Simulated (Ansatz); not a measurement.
The first iterations of a band of ClGaH6OSi (10 atoms, charge 0, multiplicity 1).

All numbers below come from RKS BHLYP/def2-SVP (Ansatz 0.2.0).

```yaml
movable_images: 6
climbing_image: no
spring: 5.0 eV/Å²
optimiser: quadratic models (default)
start_path: through a guess of the saddle point
force_threshold: 0.05 eV/Å
iteration_limit: 60
end_points: relaxed
```

First end point:

```xyz
10
Properties=species:S:1:pos:R:3
Ga -1.796 -0.522 0.137
Cl -1.467 -2.459 1.169
H -2.022 -0.656 -1.399
H -2.321 0.609 1.070
H 0.577 -1.046 0.686
O 0.308 -0.238 0.235
Si 1.461 0.856 -0.357
H 2.331 1.276 0.758
H 2.258 0.202 -1.410
H 0.671 1.978 -0.888
```

Last end point:

```xyz
10
Properties=species:S:1:pos:R:3
Ga -1.682 -0.217 -0.100
Cl -0.822 -2.397 1.390
H -2.085 -0.887 -1.442
H -2.544 0.528 0.953
H 0.070 -1.498 1.036
O 0.124 0.024 0.110
Si 1.426 0.904 -0.376
H 2.421 0.956 0.719
H 2.067 0.296 -1.567
H 1.025 2.290 -0.723
```

| iteration | highest image above the first end (eV) | largest band force component (eV/Å) |
| --- | --- | --- |
| 1 | 1.449 | 3.994 |
| 2 | 1.000 | 2.328 |
| 3 | 0.987 | 3.122 |
| 4 | 0.985 | 0.969 |
| 5 | 0.983 | 0.425 |
| 6 | 0.982 | 0.176 |

Does the band converge within its limit, and where does its top end?

The forces met the threshold. It ended after 19 iterations with the highest image 0.982 eV above the first end. No image climbed, so the highest image needn't sit at the top of the path. The orbitals stay closed-shell, which can raise the energy where a bond breaks towards radicals; this wasn't checked here.

The run took 2.2 min on 2 threads of AMD EPYC 9R45 96-Core Processor (Zen 5) (shared host), peak memory 0.3 GiB.
